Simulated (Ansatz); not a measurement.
This Ansatz (a quantum-chemistry and plane-wave program) input (CCSD(T)/def2-TZVPD) gives -54.51655 Eh with 37 basis functions. A basis named .json is the Basis Set Exchange file of that set (core-valence sets with the plain set on hydrogen).

Ansatz 0.2 input:
```yaml
crystal:
  periodic: [false, false, false]
  atoms:
    - {symbol: N, position_ang: [0.00000000, 0.00000000, 0.00000000]}
basis:
  gaussian:
    orbitals: def2-TZVPD
magnetization: {spin_polarized: true, initial_magnetization: 3}
correlation: {method: ccsd_t, electrons: outside_noble_gas}
scf: {lower_state_search: full}
```

Change:
```diff
- orbitals: def2-TZVPD
+ orbitals: def2-QZVPPD.json
```

### Question
What does the run give now?

### Answer
-54.52515 Eh (CCSD(T)/def2-QZVPPD, 63 functions), a change of -8.60 mEh.
